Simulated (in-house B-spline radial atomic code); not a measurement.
A run on Ni (an excited or competing configuration) that did not converge. Method: scalar-relativistic (X2C) B97-1, spin-polarised, spherical fractional occupations, exact exchange averaged over the configuration, Fermi nucleus of rms radius 3.7757 fm; computed with an all-electron radial atomic-structure program (B-spline basis).

Command:
```bash
python run_scf.py task.json out
```
Settings (nuclear radius in fm, mass in u):
```
Z                28
configuration    [Ar] 3d7 4s2 5f1
hamiltonian      x2c
method           b97_1
spin_polarised   True
nucleus          fermi
rms_radius       3.7757
atomic_mass      57.93534
speed_of_light   137.035999084
exact_exchange   averaged over the configuration
```

First and last ten iterations of the last attempt (damped for 15 steps, keeping 80 % of the old Fock matrix, then DIIS):
```
 iter        energy (Eh)    residual
    1       -1517.912137    3.43e-01
    2       -1517.843341    2.94e-01
    3       -1519.132354    1.76e-01
    4       -1519.677421    1.01e-01
    5       -1519.884999    5.59e-02
    6       -1519.957116    3.07e-02
    7       -1519.980711    1.64e-02
    8       -1519.988033    9.27e-03
    9       -1519.990274    6.45e-03
   10       -1519.990955    4.64e-03
  111       -1519.991341    6.81e-05
  112       -1519.991342    7.62e-05
  113       -1519.991333    7.48e-05
  114       -1519.991304    1.97e-04
  115       -1519.991330    9.86e-05
  116       -1519.991311    1.85e-04
  117       -1519.991307    1.98e-04
  118       -1519.991315    1.69e-04
  119       -1519.991345    1.04e-04
  120       -1519.991345    1.04e-04
 not converged after 120 iterations
```

The smallest residual met was 5.1e-05; the threshold is about 3e-07. No energy from this run should be used. Cost of the run: 7 s on 1 thread of Intel(R) Xeon(R) Platinum 8488C, on a shared host.
